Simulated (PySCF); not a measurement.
Predicted microwave data (PBE0-D3(BJ)/def2-SVP geometry optimisation, gas phase (PySCF)) for one isomer of C7H4FN:

```
Rotational constants : A = 5646, B = 971.3, C = 828.7 MHz
Dipole components    : |μa| = 3.20 D, |μb| = 0.00 D, |μc| = 0.00 D
Inertial defect      : 0.00 u·Å²
κ                    : -0.94
```

Question: Which candidate fits, each taken in the one conformer that was computed?
A. `N#Cc1cccc(F)c1`
B. `N#Cc1ccc(F)cc1`
C. `N#Cc1ccccc1F`

Answer: B. It is N#Cc1ccc(F)cc1, a near-prolate asymmetric top, point group C2v. The candidates at the same level (rigid rotor, commonest isotopes):

```json
{"SMILES": "N#Cc1ccc(F)cc1", "A (MHz)": "5646", "B (MHz)": "971.3", "C (MHz)": "828.7", "μa (D)": "3.20", "μb (D)": "0.00", "μc (D)": "0.00", "Δ (u·Å²)": "0.00", "point group": "C2v", "rotor": "near-prolate asymmetric top"}
{"SMILES": "N#Cc1cccc(F)c1", "A (MHz)": "3394", "B (MHz)": "1187", "C (MHz)": "879.2", "μa (D)": "3.17", "μb (D)": "2.20", "μc (D)": "0.00", "Δ (u·Å²)": "0.00", "point group": "Cs", "rotor": "asymmetric top"}
{"SMILES": "N#Cc1ccccc1F", "A (MHz)": "2946", "B (MHz)": "1513", "C (MHz)": "999.7", "μa (D)": "5.09", "μb (D)": "0.48", "μc (D)": "0.00", "Δ (u·Å²)": "0.00", "point group": "Cs", "rotor": "asymmetric top"}
```

`N#Cc1cccc(F)c1` has A 40 % too low; `N#Cc1ccccc1F` has B 56 % too high. In the right answer the symmetry axis of this C2v structure is a, so μb and μc vanish by symmetry. No structure here is proved a minimum.
